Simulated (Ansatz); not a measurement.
`FB[SiH2][SiH3]` + silanol → `FBO[SiH3]` + disilane  (cleavage of the B–Si bond)

Computed with Ansatz on PBE0-D4/def2-TZVP structures; ΔE is electronic, products minus reactants. CCSD(T)/CBS adds triple-zeta CCSD(T) − MP2 to the extrapolated MP2 energy (def2 sets, frozen cores). Functionals use def2-TZVPP. One conformer a species, not always the lowest.

```tsv
level	ΔE (kcal/mol)
BLYP-D4	-41.2
B97M-V	-42.2
r2SCAN0-D4	-42.5
PBE	-38.4
r2SCANh	-42.0
RPA@PBE/def2-TZVPP	-41.5
MP2/def2-TZVPP	-43.3
SCS-MP2/def2-QZVPP	-43.4
```

(1) What does CCSD(T)/CBS give? (An estimate is asked.)

Largest T1 diagnostic among the species: 0.015.

## Answers

(1) Computed: -41.7 kcal/mol. The listed levels differ from it by 0.5, -0.5, -0.8, 3.3, -0.3, 0.2, -1.6, -1.7 kcal/mol.

In def2-TZVPP, CCSD(T) changes the Hartree–Fock value by +4.8 kcal/mol (the triples alone add +0.6 kcal/mol) and MP2 by +3.8 kcal/mol. From BLYP to BHLYP (50 % exact exchange), in def2-TZVPP and without D4, ΔE moves by −3.5 kcal/mol.
